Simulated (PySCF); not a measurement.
Simulation results for B2H3NSi, CH4AlB2, B3H4N

Computed with PySCF 2.14.0. Calculation on a computer-drawn molecule: the log of a Hartree-Fock and frozen-core CCSD(T) single point meant for a local Hartree-Fock minimum, with one planted fault or none, to be diagnosed. Offsets are logged minus clean, where the clean run is the same molecule without the fault. The reference is restricted for singlets and unrestricted otherwise, and also for a bond in bohr or an excited solution. Adding or removing an electron swaps singlet and doublet. The excited solution moves the top pair (singlet) or top alpha electron (doublet) to the lowest empty orbital. Highest occupied and lowest empty are orbital energies over both spins, largest force is the largest gradient component, triples share is (T) over the correlation energy, the T1 limit is 0.02 restricted and 0.045 unrestricted, electrons count all cores, a negative frequency is imaginary (commonest isotopes), and the dipole is about the centre of nuclear charge.

Common to all runs: meant multiplicity 1; logged SCF converged yes; possible faults no fault, one electron removed, one electron added, multiplicity raised by two, geometry at a saddle point, SCF held on an excited solution, minimal basis STO-3G, one bond length entered in bohr, all coordinates scaled.

```json
{"entry": 1, "formula": "B2H3NSi", "logged_structure": {"atoms_angstrom": [["B", 0.6066, -1.3826, -2.8519], ["B", 0.5454, -1.0845, -1.1916], ["N", 0.4941, -0.8728, 0.0444], ["Si", 0.5348, -0.3809, 1.6805], ["H", -0.2716, -1.0012, -3.5682], ["H", 1.5281, -1.9786, -3.3267], ["H", -0.1951, -1.5801, 2.2713]]}, "given": {"meant_charge": 0, "meant_basis": "cc-pV(D+d)Z", "logged_electrons": 34, "logged_basis_functions": 80, "logged_spin_squared": 0.0, "logged_highest_occupied [eV]": -8.3356, "logged_lowest_empty [eV]": 0.64045, "logged_largest_force [hartree/bohr]": 4.1359e-05, "logged_lowest_frequency [cm^-1]": 105.09, "logged_T1_diagnostic": 0.020496, "logged_D1_diagnostic": 0.069001, "logged_triples_share": 0.036853, "logged_CC_converged": "yes", "logged_dipole_magnitude [debye]": 2.2148, "logged_SCF_stable_within_its_kind": "yes", "logged_energy_HF [hartree]": -394.47202, "logged_energy_CCSD(T) [hartree]": -394.9241, "drawn_bonds_atom": [1, 2, 3, 1, 1, 4], "drawn_bonds_other_atom": [2, 3, 4, 5, 6, 7], "drawn_bonds_order": [1, 2, 1, 1, 1, 1]}, "results": {"planted_fault": "no fault", "HF_energy_offset_from_clean_run [kcal/mol]": 0.0, "CCSD(T)_energy_offset_from_clean_run [kcal/mol]": 0.0}, "notes": ["T1 above single-reference limit"]}
{"entry": 2, "formula": "B2H3NSi", "logged_structure": {"atoms_angstrom": [["B", 0.6066, -1.3826, -2.8519], ["B", 0.5454, -1.0845, -1.1916], ["N", 0.4941, -0.8728, 0.0444], ["Si", 0.5348, -0.3809, 1.6805], ["H", -0.2716, -1.0012, -3.5682], ["H", 1.5281, -1.9786, -3.3267], ["H", -0.1951, -1.5801, 2.2713]]}, "given": {"meant_charge": 0, "meant_basis": "cc-pV(D+d)Z", "logged_electrons": 34, "logged_basis_functions": 80, "logged_spin_squared": 0.0, "logged_highest_occupied [eV]": -3.2495, "logged_lowest_empty [eV]": -4.7316, "logged_largest_force [hartree/bohr]": 0.35309, "logged_CC_converged": "no", "logged_dipole_magnitude [debye]": 12.889, "logged_SCF_stable_within_its_kind": "no", "logged_energy_HF [hartree]": -394.03772, "drawn_bonds_atom": [1, 2, 3, 1, 1, 4], "drawn_bonds_other_atom": [2, 3, 4, 5, 6, 7], "drawn_bonds_order": [1, 2, 1, 1, 1, 1]}, "results": {"planted_fault": "SCF held on an excited solution", "HF_energy_offset_from_clean_run [kcal/mol]": 272.5}, "notes": ["CCSD not converged"]}
{"entry": 3, "formula": "CH4AlB2", "logged_structure": {"atoms_angstrom": [["B", 0.4205, -2.0231, 0.4749], ["B", 0.0953, -0.7906, -0.6388], ["C", -0.2163, 0.232, -1.5495], ["Al", -1.8867, 0.9733, -1.7468], ["H", 1.526, -2.4593, 0.5553], ["H", -0.4595, -2.4391, 1.1644], ["H", 0.5819, 0.6197, -2.1872], ["H", -3.2872, 1.5986, -1.9158]]}, "given": {"meant_charge": 1, "meant_basis": "cc-pV(D+d)Z", "logged_electrons": 31, "logged_basis_functions": 85, "logged_spin_squared": 0.7558, "logged_highest_occupied [eV]": -22.601, "logged_lowest_empty [eV]": -12.041, "logged_largest_force [hartree/bohr]": 0.047963, "logged_T1_diagnostic": 0.013885, "logged_D1_diagnostic": 0.03722, "logged_triples_share": 0.025674, "logged_CC_converged": "yes", "logged_dipole_magnitude [debye]": 2.6088, "logged_SCF_stable_within_its_kind": "yes", "logged_energy_HF [hartree]": -330.68807, "logged_energy_CCSD(T) [hartree]": -331.01493, "drawn_bonds_atom": [1, 2, 3, 1, 1, 3, 4], "drawn_bonds_other_atom": [2, 3, 4, 5, 6, 7, 8], "drawn_bonds_order": [1, 2, 1, 1, 1, 1, 1]}, "results": {"planted_fault": "one electron removed", "HF_energy_offset_from_clean_run [kcal/mol]": 302.3, "CCSD(T)_energy_offset_from_clean_run [kcal/mol]": 334.5}}
{"entry": 4, "formula": "B3H4N", "logged_structure": {"atoms_angstrom": [["B", -0.5366, -1.3945, -1.7658], ["B", -0.2815, -0.0935, -0.7386], ["B", -0.2954, 1.5159, -1.2649], ["N", -0.3099, 2.6781, -1.67], ["H", -1.6398, -1.8317, -1.9611], ["H", 0.3771, -1.935, -2.3311], ["H", -0.0778, -0.2968, 0.4294], ["H", -0.3184, 3.6134, -1.9789]]}, "given": {"meant_charge": 0, "meant_basis": "cc-pVDZ", "logged_electrons": 27, "logged_basis_functions": 76, "logged_spin_squared": 0.7624, "logged_highest_occupied [eV]": -0.49007, "logged_lowest_empty [eV]": 7.2871, "logged_largest_force [hartree/bohr]": 0.060334, "logged_T1_diagnostic": 0.016466, "logged_D1_diagnostic": 0.042618, "logged_triples_share": 0.032901, "logged_CC_converged": "yes", "logged_dipole_magnitude [debye]": 2.9356, "logged_SCF_stable_within_its_kind": "yes", "logged_energy_HF [hartree]": -130.78025, "logged_energy_CCSD(T) [hartree]": -131.25027, "drawn_bonds_atom": [1, 2, 3, 1, 1, 2, 4], "drawn_bonds_other_atom": [2, 3, 4, 5, 6, 7, 8], "drawn_bonds_order": [1, 1, 2, 1, 1, 1, 1]}, "results": {"planted_fault": "one electron added", "HF_energy_offset_from_clean_run [kcal/mol]": 10.69, "CCSD(T)_energy_offset_from_clean_run [kcal/mol]": 1.137}}
```
